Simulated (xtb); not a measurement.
The xtb input:
```
$ xtb coord --gfn 2 --uhf 1 --json

# file coord
$coord
      2.7393365968       1.5581561583       2.2299609955  c
      1.5881209596       0.1371555284       0.1459331362  c
      2.9684641886       0.7194118759      -2.3481743439  c
      1.7915249759      -2.5179394209       0.5791271878  o
     -0.4570091550      -3.6347094704       0.0989244414  b
     -2.3221993402      -1.9665752390      -0.4453936510  o
     -1.4073508924       0.5319677496      -0.0835383669  c
     -2.2643590565       2.2057821954      -2.2647848496  c
     -2.5008497772       1.5305194806       2.4051253980  c
      3.3182525888       3.4773875974       1.9465621701  h
      3.1001105229       0.6528449504       4.0027426283  h
      2.8626512986       2.7178317591      -2.7960724678  h
      2.1616009277      -0.3895295673      -3.8772953327  h
      4.9398008760       0.1809750269      -2.1312191772  h
     -0.7566542960      -5.8091182626       0.1366998399  h
     -4.3151501103       2.3389546347      -2.2203993781  h
     -1.4731771209       4.0902214143      -2.0721830937  h
     -1.7198806586       1.4102759617      -4.0753069776  h
     -1.9295457154       0.3169386673       3.9611433690  h
     -1.8443108280       3.4432320449       2.7608113311  h
     -4.5534283041       1.5216927967       2.2928941288  h
$end
```

Q: Predict the total energy from GFN2-xTB (xtb).

A: -28.3562 Eh

Q: What dipole moment does GFN2-xTB give?

A: 2.49 D

Q: Predict the partial charges in atom order from GFN2-xTB.

A: C1 -0.12, C2 0.14, C3 -0.11, O4 -0.35, B5 0.43, O6 -0.35, C7 0.13, C8 -0.12, C9 -0.12, H10 0.04, H11 0.05, H12 0.05, H13 0.05, H14 0.06, H15 -0.08, H16 0.06, H17 0.05, H18 0.05, H19 0.05, H20 0.05, H21 0.05
